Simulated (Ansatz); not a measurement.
Ansatz (a program for electronic structure) input (B3LYP/LANL2DZ): The .json file is the Basis Set Exchange's LANL2DZ.

Ansatz 0.2 input:
```yaml
crystal:
  periodic: [false, false, false]
  atoms:
    - {symbol: Zn, position_ang: [-0.00000000, -0.00000000, -0.05266854]}
    - {symbol: H, position_ang: [0.00000000, 0.00000000, 1.58005619]}
basis:
  gaussian:
    orbitals: LANL2DZ.json
hamiltonian:
  xc: {name: B3LYP}
magnetization: {spin_polarized: true, initial_magnetization: 1}
relax: {f_tol: 0.003, max_steps: 120}
```

### Question
What final total energy does it give?

### Answer
-66.12672 Eh.
